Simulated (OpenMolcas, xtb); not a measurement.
## CH2BFS (SMILES FB1CS1): methods side by side

The species is CH2BFS (6 atoms), meant as a singlet with charge 0. SMILES: `FB1CS1`. The shape is that of a GFN2-xTB optimisation.

```xyz
6

F    -0.3112   -2.0960    0.2964
B    -0.3257   -0.8208    0.0067
C     0.3838    0.5348    0.0886
S    -1.2770    0.4033   -0.7787
H     1.1845    0.8168   -0.5828
H     0.3456    1.1619    0.9697
```

Each level gives the electronic atomisation energy (eV). The values are calculated. Electronic energies at fixed atoms, without zero-point motion or spin-orbit coupling.

| level | kind | program | value (eV) | CPU time (all runs) |
| --- | --- | --- | --- | --- |
| GFN1-xTB | semi-empirical | xtb | 32.31 | under 2 s |
| HF/aug-cc-pVDZ | Hartree–Fock | OpenMolcas | 17.77 | 29 s |
| SVWN5/aug-cc-pVDZ | LDA | OpenMolcas | 28.80 | 61 s |
| BLYP/aug-cc-pVDZ | GGA | OpenMolcas | 24.31 | 75 s |
| M06-L/aug-cc-pVDZ | meta-GGA | OpenMolcas | 25.02 | 2.1 min |
| TPSS/aug-cc-pVDZ | meta-GGA | OpenMolcas | 24.73 | 1.7 min |
| PBE0/aug-cc-pVDZ | global hybrid | OpenMolcas | 24.82 | 69 s |

The values span 17.77 to 32.31 eV. The xTB rows lack spin polarisation, so open shells miss the exchange term that lowers them. Times are those of the runs behind each value, whatever else they computed, on shared processors of several kinds: orders of magnitude only.
